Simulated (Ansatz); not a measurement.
Consider the ligand exchange at the Se–Sn bond: `[SH][SnH2][SeH]` + `OPO` → `OP(O)[SeH]` + `[SH][SnH3]`.

Isolated molecules relaxed with PBE0-D4/def2-TZVP in Ansatz; ΔE leaves out vibrations. CCSD(T)/CBS is the MP2 limit (def2-TZVPP, def2-QZVPP) plus CCSD(T) − MP2 in def2-TZVPP, frozen cores. Functionals use def2-TZVPP. B3LYP here is the variant with VWN-RPA as its local correlation; programs differ in this. Elements past krypton have def2 core potentials. For Se, Sn outer-core shells are correlated without core-valence functions, which leaves a few kJ/mol of doubt a bond. Scalar relativity is left out up to krypton. One conformer a species, not always the lowest.

(1) Is it downhill or uphill in electronic energy at CCSD(T)/CBS, and by how much? (An estimate is asked.)

(2) What do these levels give: PBE-D4, revPBE-D4, B97M-V, B3LYP-D4, revPBE, r2SCANh, RPA@PBE/def2-TZVPP, MP2/def2-SVP, CCSD/def2-SVP, HF/def2-TZVPP, CCSD(T)/def2-TZVPP, CCSD/CBS(def2)? (An estimate is asked.)

Largest T1 diagnostic among the species: 0.013.

Results:

(1) The calculation gave: Uphill: ΔE = +59.2 kJ/mol.

(2) Computed: PBE-D4 41.4, revPBE-D4 38.4, B97M-V 38.2, B3LYP-D4 49.4, revPBE 44.7, r2SCANh 45.5, RPA@PBE/def2-TZVPP 54.3, MP2/def2-SVP 64.2, CCSD/def2-SVP 66.2, HF/def2-TZVPP 68.5, CCSD(T)/def2-TZVPP 54.7, CCSD/CBS(def2) 62.4 kJ/mol.

At CCSD(T), def2-SVP lies +3.9 kJ/mol from the extrapolated value and def2-TZVPP −4.5 kJ/mol. In def2-TZVPP, CCSD(T) changes the Hartree–Fock value by −13.8 kJ/mol (the triples alone add −3.2 kJ/mol) and MP2 by −11.1 kJ/mol.
